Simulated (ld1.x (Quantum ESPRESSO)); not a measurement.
# Before and after: TM potential for Te

```json
{"Element": "Te (Z = 52)", "Generator": "ld1.x (Quantum ESPRESSO) 7.5", "Type": "norm-conserving Troullier–Martins (Kleinman–Bylander form)", "Functional": "PBE", "Relativity": "non-relativistic", "Frozen core": "[Kr]", "Valence charge": "16", "Reference configuration": "4d10 5s2 5p4", "Partial waves": "5p (bound): rc 2.40 bohr; 4d (bound): rc 1.35 bohr; 5s (bound): rc 1.75 bohr", "Local potential": "the s channel", "Core correction": "Bessel-smoothed model core inside 0.85 bohr"}
```

All-electron outer shells of the reference configuration (PBE, non-relativistic, ld1.x):

```
shell  level (eV)  outermost node (bohr)  outermost maximum (bohr)
   4s     -152.10                   0.40                      0.73
   4p     -111.79                   0.39                      0.75
   4d      -43.71                   0.36                      0.81
   5s      -13.96                   0.95                      1.87
   5p       -6.02                   1.01                      2.20
```

Change: local potential all-electron potential smoothed inside 1.25 bohr (lloc = -2).

Cutoffs: the cutoffs (Ry, on a coarse ladder) from which the occupation-weighted sum of valence levels, in a spherical-Bessel basis at the reference potential, stays within 10 and 1 mRy of its value at 400 Ry; they do not see the model core or the augmentation charge, which bear on the density cutoff. Errors are all-electron minus pseudo energies relative to the spin-unpolarised reference configuration.

Question: What does the change do?

Answer: The potential gets neither clearly harder nor softer (110 Ry and 180 Ry → 100 Ry and 180 Ry); a bound ghost appears in s, which as a rule spoils a file; of the 7 tests that both files solve, the error grows in 4 and shrinks in 1 by more than 15 % and 0.3 meV (median size 1.6 → 5.7 meV); the range in which the p phases agree narrows (upper end 3.7 → 0.9); the range in which the d phases agree widens (upper end -0.2 → at the end of the scan). In the separable form a ghost depends on how the local part lies against the semilocal potential of the channel, so the choice of the local part can create or remove one.

```csv
quantity,base,changed
"cutoff, loose",110 Ry,100 Ry
"cutoff, tight",180 Ry,180 Ry
loose cutoff by channel (10 mRy a level),"p 10 Ry, d 90 Ry, s 21 Ry","s 21 Ry, p 6 Ry, d 90 Ry"
bound ghosts,none,s
"error for 4d10 5s2 5p3, meV [ΔE 9.77 eV]",+1.6,+5.7
"error for 4d10 5s2 5p2, meV [ΔE 27.68 eV]",+7.1,+24
"error for 4d10 5s2 5p1, meV [ΔE 54.48 eV]",+16,+41
"error for 4d10 5s2 5p4.3, meV [ΔE -1.49 eV]",+0.1,+0.3
"error for 4d10 5s1 5p5, meV [ΔE 8.01 eV]",-1.2,+1.2
"error for 4d9 5s2 5p4, meV [ΔE 51.40 eV]",-476,-50
"error for 4d10 5s2 5p3.5, meV [ΔE 3.93 eV]",+0.4,+1.3
s: phases at 2.60 bohr within 0.05 rad from the reference energy up to (Ry; the scan ends near 5),2.2,n/a
p: phases at 2.60 bohr within 0.05 rad from the reference energy up to (Ry; the scan ends near 5),3.7,0.9
d: phases at 2.60 bohr within 0.05 rad from the reference energy up to (Ry; the scan ends near 5),-0.2,to the end of the scan
```

 A true bound ghost makes a file unfit for plane-wave use even where its test errors are small: the radial tests pick states by their node count and pass the ghost by.
